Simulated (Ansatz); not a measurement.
Relaxation of B₃H₅Si (9 atoms, charge 0, multiplicity 1), to a largest force component of 0.015 eV/Å in at most 40 steps.

All numbers below come from RKS PBE/def2-SVP in Ansatz.

```xyz
9
Properties=species:S:1:pos:R:3
B -0.070 1.570 -0.926
Si 0.079 -0.297 -0.467
B 0.053 -1.768 0.928
B -0.014 -0.424 1.551
H -0.324 1.935 -2.013
H 0.051 2.410 -0.115
H 0.169 -1.117 -1.711
H 0.098 -2.884 0.605
H -0.041 0.575 2.146
```

**Question.** Where does it end, and by what steps?

**Answer.** The forces met the threshold. After 28 steps the energy has fallen by 1.097 eV; H5 moved furthest, 1.51 Å. Joined: B1–B4, B1–H9.

```json
{"step": "0", "energy less start (eV)": "0.0000", "largest force component (eV/Å)": "1.036", "accepted": "yes"}
{"step": "1", "energy less start (eV)": "-0.1844", "largest force component (eV/Å)": "0.371", "accepted": "yes"}
{"step": "2", "energy less start (eV)": "-0.2077", "largest force component (eV/Å)": "0.442", "accepted": "yes"}
{"step": "3", "energy less start (eV)": "-0.1729", "largest force component (eV/Å)": "0.692", "accepted": "no"}
{"step": "4", "energy less start (eV)": "-0.2264", "largest force component (eV/Å)": "0.070", "accepted": "yes"}
{"step": "5", "energy less start (eV)": "-0.2320", "largest force component (eV/Å)": "0.054", "accepted": "yes"}
{"step": "6", "energy less start (eV)": "-0.2371", "largest force component (eV/Å)": "0.212", "accepted": "yes"}
{"step": "7", "energy less start (eV)": "-0.2430", "largest force component (eV/Å)": "0.070", "accepted": "yes"}
{"step": "8", "energy less start (eV)": "-0.2456", "largest force component (eV/Å)": "0.045", "accepted": "yes"}
{"step": "9", "energy less start (eV)": "-0.2475", "largest force component (eV/Å)": "0.089", "accepted": "yes"}
{"step": "10", "energy less start (eV)": "-0.2464", "largest force component (eV/Å)": "0.261", "accepted": "no"}
{"step": "11", "energy less start (eV)": "-0.2494", "largest force component (eV/Å)": "0.064", "accepted": "yes"}
{"step": "12", "energy less start (eV)": "-0.2532", "largest force component (eV/Å)": "0.054", "accepted": "yes"}
{"step": "13", "energy less start (eV)": "-0.2594", "largest force component (eV/Å)": "0.190", "accepted": "yes"}
{"step": "14", "energy less start (eV)": "-0.2744", "largest force component (eV/Å)": "0.410", "accepted": "yes"}
{"step": "15", "energy less start (eV)": "-0.3494", "largest force component (eV/Å)": "0.551", "accepted": "yes"}
{"step": "16", "energy less start (eV)": "-0.4639", "largest force component (eV/Å)": "0.426", "accepted": "yes"}
{"step": "17", "energy less start (eV)": "-0.6240", "largest force component (eV/Å)": "0.724", "accepted": "yes"}
{"step": "18", "energy less start (eV)": "-0.7085", "largest force component (eV/Å)": "0.599", "accepted": "yes"}
{"step": "19", "energy less start (eV)": "-0.8286", "largest force component (eV/Å)": "0.561", "accepted": "yes"}
{"step": "20", "energy less start (eV)": "-0.9526", "largest force component (eV/Å)": "1.223", "accepted": "yes"}
{"step": "21", "energy less start (eV)": "-1.0273", "largest force component (eV/Å)": "1.044", "accepted": "yes"}
{"step": "22", "energy less start (eV)": "-1.0636", "largest force component (eV/Å)": "0.905", "accepted": "yes"}
{"step": "23", "energy less start (eV)": "-1.0532", "largest force component (eV/Å)": "0.851", "accepted": "no"}
{"step": "24", "energy less start (eV)": "-1.0932", "largest force component (eV/Å)": "0.142", "accepted": "yes"}
{"step": "25", "energy less start (eV)": "-1.0856", "largest force component (eV/Å)": "0.179", "accepted": "no"}
{"step": "26", "energy less start (eV)": "-1.0965", "largest force component (eV/Å)": "0.029", "accepted": "yes"}
{"step": "27", "energy less start (eV)": "-1.0963", "largest force component (eV/Å)": "0.044", "accepted": "no"}
{"step": "28", "energy less start (eV)": "-1.0967", "largest force component (eV/Å)": "0.008", "accepted": "yes"}
```

```xyz
9
Properties=species:S:1:pos:R:3
B -0.116 1.248 -0.215
Si 0.359 -0.903 -0.832
B -0.003 -1.685 0.865
B -0.204 -0.111 0.791
H -1.122 1.670 -0.754
H 0.877 1.953 -0.197
H 0.703 -0.544 -2.251
H -0.014 -2.742 1.440
H -0.479 1.114 1.154
```

Run time: 56 s on 1 thread of Arm Neoverse V2, with other jobs on the host, peak memory 0.11 GiB.
